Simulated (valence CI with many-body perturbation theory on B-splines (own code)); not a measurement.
## Which ion has this spectrum?

A relativistic CI+MBPT calculation for an atom or ion with 40 electrons gives these levels (cm⁻¹):

```tsv
J	Parity	E	g
0	even	0.0	
1	even	88145	1.50
2	even	124202	1.29
4	even	125334	1.09
3	even	135786	1.19
0	even	203782	
2	even	210975	1.17
4	even	212360	1.16
3	even	216905	1.13
5	even	231103	1.08
1	even	239284	1.14
6	even	241344	1.08
3	even	253452	1.11
4	even	253563	1.03
```

The energies are calculated, and their last digits are not significant.

(1) Which is it?
A. W34+
B. Yb30+
C. Er28+
D. Lu31+

## Answers

(1) D. Lu31+, ground level (4d3/2^4) J=0.
